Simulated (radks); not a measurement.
Neutral neodymium inside a hard spherical wall (all orbitals vanish at R), configuration held at [Xe] 4f4 6s2 and not refilled when levels cross. All-electron calculation, scalar-relativistic Kohn-Sham, PBEsol, spin-polarised, spherical densities, finite nucleus; open shells are filled with parallel spins first (spin-orbit coupling, left out, can overturn this in heavy ions); Fermi nuclear charge, rms radius 4.9123 fm. Program: a radial shooting solver on a logarithmic mesh with Libxc functionals. Eigenvalues in eV for spin up, with the zero of energy where the potential of the charges vanishes at infinity; a dash marks a level that is unbound or too diffuse for the functional's potential to be trusted. A positive occupied level is held by the wall or, in an anion where self-interaction has pushed it up, behind a barrier. The pressure on the wall is -dE/dV.

R (bohr)  E (hartree)  kinetic (hartree)    e(5s)    e(5p)   e(6s)   e(4f)  e(5d, empty)  e(6p, empty)  pressure (GPa)
free       -9620.0372          10236.875  -41.133  -22.600  -3.591  -2.586        -2.108        -1.244               0
20         -9620.0372          10236.875  -41.133  -22.600  -3.591  -2.586        -2.108        -1.243        < 0.0001
15         -9620.0372          10236.875  -41.129  -22.596  -3.587  -2.582        -2.104        -1.227        0.000340
12         -9620.0366          10236.881  -41.082  -22.549  -3.552  -2.536        -2.063        -1.127         0.00938
8          -9620.0132          10237.024  -40.299  -21.782  -2.836  -1.764        -1.370         0.201           0.781
7          -9619.9788          10237.187  -39.636  -21.140  -2.053  -1.101        -0.743         1.492            2.49
5          -9619.6625          10238.422  -36.602  -18.272   3.463   2.085         2.646         9.719            35.3
4          -9618.9184          10241.250  -32.551  -14.384  14.062   6.745         8.008        23.918             197
2          -9593.8279          10321.991   30.362   58.094  222.67  69.617        104.17        255.86           32100
1.5        -9535.6934          10491.080   155.71   200.12  560.10  149.27        268.61        607.27          232000
